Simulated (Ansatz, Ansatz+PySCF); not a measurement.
| atom | x (Å) | y (Å) | z (Å) |
| --- | --- | --- | --- |
| Mg | 0.0000 | 0.0000 | -0.7550 |
| O | 0.0000 | 0.0000 | 1.1325 |

Basis set: def2-SVP (spherical functions). Correlated methods keep 2 orbitals frozen. Charge 0, multiplicity 1.

Computed with Ansatz (development build ahead of 0.2.0); each method stands on the lowest determinant of its kind that the runs found. Restricted open shells among the atoms or ions are ROHF, correlated in semicanonical orbitals with singles.

Problem. Give the atomization energy at this shape (free ground-state atoms in the same class of orbitals less the molecule, no zero-point energy) of singlet MgO by RHF-CCSD(T), RHF-CCSD, RHF-MP2, UHF-MP2, UHF, RHF, UHF-CCSD(T), UHF-CCSD.

Solution.

```csv
method,atomization energy
RHF-CCSD(T),1.91 eV
RHF-CCSD,1.49 eV
RHF-MP2,2.34 eV
UHF-MP2,2.14 eV
UHF,1.23 eV
RHF,-1.43 eV
UHF-CCSD(T),1.81 eV
UHF-CCSD,1.75 eV
```

Caution for RHF-CCSD(T), RHF-CCSD, RHF-MP2, RHF: an unrestricted determinant lies well below. Caution for RHF-CCSD(T), RHF-CCSD, RHF-MP2: large amplitudes, a single reference is doubtful. Caution for RHF-CCSD(T), RHF-CCSD: the amplitudes may be one of several solutions. Caution for UHF-MP2, UHF-CCSD(T), UHF-CCSD: a plain start can end on a higher determinant. Caution for UHF-MP2, UHF-CCSD(T): another reference gives a lower total. Caution for UHF-MP2, UHF, UHF-CCSD(T), UHF-CCSD: the unrestricted determinant is a mixture of spin states. Caution for RHF: the molecule lies well above its atoms at this level.
